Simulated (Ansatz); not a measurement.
The cluster Li2Al3⁺. Total charge 1; triplet. Geometry B3LYP-D4/def2-TZVP, that of the neutral doublet; atoms count from 1.

Cartesian coordinates in Å:
```
Al -0.0112 -0.9275 -1.0818
Al 0.5966 -0.0243 1.1391
Al 2.0503 1.1561 -0.7129
Li -1.5634 -1.7488 0.9655
Li -1.0723 1.5446 -0.3098
```

The structure comes from a short search, and lower isomers may exist.

Estimate the Mulliken populations from the PBE0/def2-TZVP orbitals of Ansatz.


```json
{"atom": "Al1", "charge (e)": "-0.27", "spin (α − β)": "0.64"}
{"atom": "Al2", "charge (e)": "-0.36", "spin (α − β)": "0.52"}
{"atom": "Al3", "charge (e)": "0.22", "spin (α − β)": "0.77"}
{"atom": "Li4", "charge (e)": "0.76", "spin (α − β)": "0.10"}
{"atom": "Li5", "charge (e)": "0.64", "spin (α − β)": "-0.03"}
```
Mulliken values depend strongly on the basis.

Where does the spin sit?

Summed by element: Al 1.93, Li 0.07, of 2 unpaired in all. Largest on single atoms: Al3 0.77, Al1 0.64, Al2 0.52.

And the Mayer bond orders between heavy atoms (over 0.3)?

Al1–Al2 1.21 (2.47 Å); Al1–Al3 0.66 (2.95 Å); Al2–Al3 0.97 (2.63 Å).
